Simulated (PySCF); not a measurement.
**Electronic structure of Ru³⁺ (ruthenium, charge +3) at the UHF level**

Configuration: [Kr] 4d5, high-spin 6S determinant. All numbers are calculated (PySCF 2.14, a scalar-relativistic core potential, in def2-TZVPPD with the def2 core potential (28 electrons)).

* Total energy: -92.365746 hartree
* One-electron energy: -146.0328 hartree
* Hartree (Coulomb) energy: 62.3839 hartree
* Exchange energy: -8.7168 hartree
* ⟨S²⟩: 8.7503
* ⟨L²⟩: 0.000
* Sum of ⟨r⟩: 16.06 bohr
* Sum of ⟨r²⟩: 22.79 bohr²

```csv
shell,electrons,mean orbital energy (hartree),"rms radius, mean of both spins (bohr)"
4s α,1,-4.94321,1.09
4s β,1,-4.60031,1.09
4p α,3,-3.65956,1.19
4p β,3,-3.22443,1.19
4d α,5,-1.70064,1.54
```

Energies and moments cover only the electrons outside the core potential.
